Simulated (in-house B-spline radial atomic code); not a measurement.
Configurations of Ca VI (Ca5+), with energies counted from [Ne] 3s2 3p3. Computed with a B-spline radial code for spherical atoms: scalar-relativistic (X2C) PBE0, spin-polarised, spherical fractional occupations, exact exchange averaged over the configuration, Fermi nucleus of rms radius 3.4776 fm. Shells without spins written out take the highest spin.

Occupations are held fixed; configurations that lie above the ionisation limit could autoionise.

```csv
configuration,E - E(ref) (eV),highest orbital,its <r> (bohr)
[Ne] 3s1 3p4,20.504,3p down,1.13
[Ne] 3s2 3p2 4s1,53.882,4s up,2.324
[Ne] 3s1 3p3 4s1,67.127,4s up,2.313
[Ne] 3s2 3p2 4d1,70.009,4d up,2.792
[He] 2s2 2p5 3s2 3p3 4s1,387.74,4s up,2.266
```

**Question.** Order these further configurations by energy, lowest first.
A. [He] 2s2 2p5 3s2 3p3 4d1
B. [He] 2s2 2p5 3s2 3p3 4p1
C. [Ne] 3s2 3p2 3d1
D. [He] 2s2 2p5 3s2 3p3 3d1
E. [Ne] 3s1 3p3 4d1

**Answer.** C (31.064 eV), E (83.368 eV), D (360.45 eV), B (394.36 eV), A (404.05 eV).

**Question.** How far above the reference does [Ne] 3s1 3p3 4f1 lie?

**Answer.** 88.942 eV; its least bound orbital is 4f up with <r> = 2.706 bohr.
